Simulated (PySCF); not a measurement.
Method: PySCF 2.14.0 with B3LYP-D3(BJ)/def2-TZVP // r2SCAN-D4/def2-SVP. Gas-phase values, no solvent. One relaxed conformer stands for a flexible species; it need not be the lowest. B3LYP has the VWN-RPA correlation part, as in Gaussian. 

Reference species: [Cd(NH2)2] (neutral, multiplicity 1).

HOMO: -6.45 eV
LUMO: -0.94 eV
HOMO–LUMO gap: 5.51 eV

Changed species: [Cd(H)2] (2 of 2 NH2 replaced by H; the reference has 0 of 2 NH2 replaced by H).

Q: What does the change do to the HOMO, LUMO and HOMO–LUMO gap?

A: the HOMO decreases by 1.20 eV, to -7.65 eV; the LUMO decreases by 0.06 eV, to -1.00 eV; the HOMO–LUMO gap increases by 1.14 eV, to 6.65 eV.
